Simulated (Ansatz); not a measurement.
AlN2H5O, singlet: a trajectory.

Input (in.yaml):

```yaml
crystal:
  periodic: [false, false, false]
  atoms:
    - {symbol: Al, position_ang: [-0.536415, -0.126474, -0.406553]}
    - {symbol: N, position_ang: [1.062874, 0.349991, 0.676543]}
    - {symbol: N, position_ang: [-1.093748, -1.357702, 0.597921]}
    - {symbol: H, position_ang: [0.884544, -0.352906, 1.398784]}
    - {symbol: O, position_ang: [-0.411203, 0.976456, -1.704131]}
    - {symbol: H, position_ang: [1.968818, 0.185409, 0.252561]}
    - {symbol: H, position_ang: [1.075789, 1.274544, 1.092015]}
    - {symbol: H, position_ang: [-1.903113, -1.953085, 0.509374]}
    - {symbol: H, position_ang: [-1.047645, 1.003765, -2.416515]}
basis:
  gaussian: {orbitals: def2-SVP}
hamiltonian: {xc: pbe0, dispersion: d4}
md: {n_steps: 25, timestep: 1.0, temperature: 8000, ensemble: nve, seed: 829, initial_velocities: maxwell_boltzmann}
```

Launched with

```bash
ansatz run in.yaml --threads 4 --pin off --events-out ev --progress --plain --max-ram 9574MiB
```

Output of Ansatz 0.2.0:

```
Functional definition: PBE0
  name "PBE0"
  cite "Adamo & Barone, J. Chem. Phys. 110, 6158 (1999) doi:10.1063/1.478522"
  cite "Perdew, Burke & Ernzerhof, Phys. Rev. Lett. 77, 3865 (1996) doi:10.1103/PhysRevLett.77.3865"
  parent pbe
  parameter a = 0.25
  parameter kappa = 0.804
  parameter beta = 0.06672455060314922
  exchange = (1 - a)*pbe_x(kappa = kappa, mu = beta*pi^2/3) + a*exact_x
  correlation = pbe_c(beta = beta)
894 factors; integrals over basis functions are off by at most 3.7e-4 eV
mean field evaluation 1: about -11674.9201 eV, gradient 9.0e1 eV
mean field evaluation 2: about -11614.6360 eV, gradient 1.5e2 eV
mean field evaluation 4: about -11691.3736 eV, gradient 1.2e1 eV
mean field evaluation 8: about -11691.7572 eV, gradient 4.3e-1 eV
mean field evaluation 16: about -11691.7783 eV, gradient 3.0e-5 eV
mean field -11691.77832762 eV, -429.6649285682 hartree, gradient 3.0e-5 eV, S^2 0.000000; 0 other end points of the search recorded, 0 dependent functions left out
the calculation of the forces begins
reference -11691.77835476 eV, -429.6649295652 hartree; 20, 20 occupied and 65, 65 virtual orbitals, 894 factors
md step     0: t =     0.00 fs  T =  8000.0 K  F+E_penalty+E_count = -11691.89934088 eV  E_kin = 7.238560 eV  conserved = -11684.66078094 eV  (28 SCF iters)
md step     1: t =     1.00 fs  T =  7360.4 K  F+E_penalty+E_count = -11691.28646447 eV  E_kin = 6.659804 eV  conserved = -11684.62666093 eV  (31 SCF iters, 7 dispersion substeps)
md step     2: t =     2.00 fs  T =  6444.3 K  F+E_penalty+E_count = -11690.39254442 eV  E_kin = 5.830893 eV  conserved = -11684.56165190 eV  (30 SCF iters, 7 dispersion substeps)
md step     3: t =     3.00 fs  T =  5877.3 K  F+E_penalty+E_count = -11689.96411069 eV  E_kin = 5.317869 eV  conserved = -11684.64624181 eV  (30 SCF iters, 7 dispersion substeps)
md step     4: t =     4.00 fs  T =  4894.0 K  F+E_penalty+E_count = -11689.02507891 eV  E_kin = 4.428187 eV  conserved = -11684.59689179 eV  (31 SCF iters, 7 dispersion substeps)
md step     5: t =     5.00 fs  T =  3845.2 K  F+E_penalty+E_count = -11688.04074273 eV  E_kin = 3.479205 eV  conserved = -11684.56153817 eV  (31 SCF iters, 7 dispersion substeps)
md step     6: t =     6.00 fs  T =  3298.2 K  F+E_penalty+E_count = -11687.54147876 eV  E_kin = 2.984242 eV  conserved = -11684.55723725 eV  (31 SCF iters, 7 dispersion substeps)
md step     7: t =     7.00 fs  T =  3363.5 K  F+E_penalty+E_count = -11687.61297842 eV  E_kin = 3.043388 eV  conserved = -11684.56959087 eV  (31 SCF iters, 7 dispersion substeps)
md step     8: t =     8.00 fs  T =  3824.2 K  F+E_penalty+E_count = -11688.06046300 eV  E_kin = 3.460209 eV  conserved = -11684.60025352 eV  (31 SCF iters, 7 dispersion substeps)
md step     9: t =     9.00 fs  T =  4091.5 K  F+E_penalty+E_count = -11688.37431365 eV  E_kin = 3.702032 eV  conserved = -11684.67228124 eV  (30 SCF iters, 7 dispersion substeps)
md step    10: t =    10.00 fs  T =  3356.5 K  F+E_penalty+E_count = -11687.67867472 eV  E_kin = 3.037004 eV  conserved = -11684.64167105 eV  (31 SCF iters, 7 dispersion substeps)
md step    11: t =    11.00 fs  T =  2852.1 K  F+E_penalty+E_count = -11687.02345008 eV  E_kin = 2.580648 eV  conserved = -11684.44280194 eV  (29 SCF iters, 7 dispersion substeps)
md step    12: t =    12.00 fs  T =  4183.0 K  F+E_penalty+E_count = -11688.48696848 eV  E_kin = 3.784905 eV  conserved = -11684.70206359 eV  (30 SCF iters, 7 dispersion substeps)
md step    13: t =    13.00 fs  T =  4880.7 K  F+E_penalty+E_count = -11689.09713703 eV  E_kin = 4.416194 eV  conserved = -11684.68094284 eV  (31 SCF iters, 7 dispersion substeps)
md step    14: t =    14.00 fs  T =  4295.2 K  F+E_penalty+E_count = -11688.47883727 eV  E_kin = 3.886371 eV  conserved = -11684.59246618 eV  (32 SCF iters, 7 dispersion substeps)
md step    15: t =    15.00 fs  T =  3595.9 K  F+E_penalty+E_count = -11687.81054566 eV  E_kin = 3.253658 eV  conserved = -11684.55688812 eV  (32 SCF iters, 7 dispersion substeps)
md step    16: t =    16.00 fs  T =  3437.5 K  F+E_penalty+E_count = -11687.66253549 eV  E_kin = 3.110293 eV  conserved = -11684.55224202 eV  (34 SCF iters, 7 dispersion substeps)
md step    17: t =    17.00 fs  T =  3930.8 K  F+E_penalty+E_count = -11688.11837240 eV  E_kin = 3.556680 eV  conserved = -11684.56169196 eV  (33 SCF iters, 7 dispersion substeps)
md step    18: t =    18.00 fs  T =  4883.5 K  F+E_penalty+E_count = -11689.01137388 eV  E_kin = 4.418654 eV  conserved = -11684.59271938 eV  (29 SCF iters, 7 dispersion substeps)
md step    19: t =    19.00 fs  T =  5729.9 K  F+E_penalty+E_count = -11689.84038153 eV  E_kin = 5.184487 eV  conserved = -11684.65589453 eV  (32 SCF iters, 7 dispersion substeps)
md step    20: t =    20.00 fs  T =  5800.6 K  F+E_penalty+E_count = -11689.86591460 eV  E_kin = 5.248502 eV  conserved = -11684.61741231 eV  (31 SCF iters, 7 dispersion substeps)
md step    21: t =    21.00 fs  T =  5741.0 K  F+E_penalty+E_count = -11689.74746614 eV  E_kin = 5.194605 eV  conserved = -11684.55286148 eV  (31 SCF iters, 7 dispersion substeps)
md step    22: t =    22.00 fs  T =  6244.9 K  F+E_penalty+E_count = -11690.29037509 eV  E_kin = 5.650548 eV  conserved = -11684.63982703 eV  (32 SCF iters, 7 dispersion substeps)
md step    23: t =    23.00 fs  T =  6200.0 K  F+E_penalty+E_count = -11690.27665849 eV  E_kin = 5.609856 eV  conserved = -11684.66680269 eV  (32 SCF iters, 7 dispersion substeps)
md step    24: t =    24.00 fs  T =  5199.4 K  F+E_penalty+E_count = -11689.28969810 eV  E_kin = 4.704559 eV  conserved = -11684.58513954 eV  (32 SCF iters, 7 dispersion substeps)
md step    25: t =    25.00 fs  T =  4250.1 K  F+E_penalty+E_count = -11688.39967845 eV  E_kin = 3.845532 eV  conserved = -11684.55414671 eV  (30 SCF iters, 7 dispersion substeps)
Total energy: -11688.39970822 eV, -429.5407665954 hartree
Atom 0 at    -0.343169    -0.017982    -0.464718 Å, force    -3.470787    -2.136176     1.402272 eV/Å
Atom 1 at     1.060768     0.212035     0.845894 Å, force     3.691460     1.281014     3.555560 eV/Å
Atom 2 at    -1.166406    -1.263807     0.678680 Å, force    -1.918880     0.584302    -1.062340 eV/Å
Atom 3 at     1.998290    -0.225321     0.573187 Å, force    -1.581407     0.571653     0.378651 eV/Å
Atom 4 at    -0.650822     0.833181    -1.882083 Å, force    -1.358919     4.535232    -3.892517 eV/Å
Atom 5 at     1.485644     1.028868     1.713357 Å, force    -2.279957    -3.019490    -3.626520 eV/Å
Atom 6 at     0.463818    -0.568920     1.352320 Å, force     0.232974     0.515636    -0.170600 eV/Å
Atom 7 at    -2.293733    -1.782071     0.694482 Å, force     4.729378     2.184058    -0.615610 eV/Å
Atom 8 at    -1.006173     1.687463    -2.591222 Å, force     1.956136    -4.516229     4.031104 eV/Å
Dipole moment:     0.935902     0.829022     0.067888 e Å

[the SCF lines of later steps are left out]
```

The lines “mean field evaluation” count trial sets of orbitals through the whole run, from several starts and some on an approximate energy, so they need not fall steadily or lie above the final value.

Hardware: 4 CPU threads of an AMD EPYC 9R45, shared host. Wall time about 15 s.


The run ended normally. The set temperature is far above any at which the molecule holds together: the atoms start with that much kinetic energy, which flows into stretching the bonds.